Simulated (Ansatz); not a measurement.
Consider the redistribution: `[CH3][AlH][SiH2]S` + `[AlH2][NH][SiH2][GeH3]` → `[CH3][AlH][NH][AlH2]` + `S[SiH2][SiH2][GeH3]`.

Isolated molecules relaxed with PBE0-D4/def2-TZVP in Ansatz; ΔE leaves out vibrations. CCSD(T)/CBS is the MP2 limit (def2-TZVPP, def2-QZVPP) plus CCSD(T) − MP2 in def2-TZVPP, frozen cores. DFT in def2-TZVPP. B3LYP here is the variant with VWN-RPA as its local correlation; programs differ in this. For Ge outer-core shells are correlated without core-valence functions, which leaves a few kJ/mol of doubt a bond. Scalar relativity is left out up to krypton. One conformer a species, not always the lowest.

```tsv
level	ΔE (kJ/mol)	difference from CCSD(T)/CBS
PBE-D4	-59.1	-0.8
r2SCAN-D4	-61.6	-3.3
B3LYP-D4	-58.8	-0.5
ωB97X-V	-56.6	1.7
ωB97M-V	-59.1	-0.8
B2PLYP	-57.1	1.2
r2SCAN	-60.6	-2.3
PBE0	-54.2	4.1
B3LYP	-53.3	5.0
HF/def2-TZVPP	-44.8	13.5
CCSD/def2-TZVPP	-56.2	2.1
CCSD(T)/def2-TZVPP	-58.9	-0.6
HF/def2-QZVPP	-44.5	13.8
MP2/def2-QZVPP	-62.2	-3.9
SCS-MP2/def2-QZVPP	-57.8	0.5
HF/CBS(def2)	-44.4	13.9
CCSD(T)/CBS	-58.3	0
```

Largest T1 diagnostic among the species: 0.012.

In def2-TZVPP, CCSD(T) changes the Hartree–Fock value by −14.1 kJ/mol (the triples alone add −2.7 kJ/mol) and MP2 by −17.9 kJ/mol. The D4 term adds −5.6 kJ/mol with B3LYP and −3.2 kJ/mol with PBE0; it sums over pairs of atoms, weighted by their polarisabilities, and B3LYP, whose exchange is more repulsive, gets the larger term.
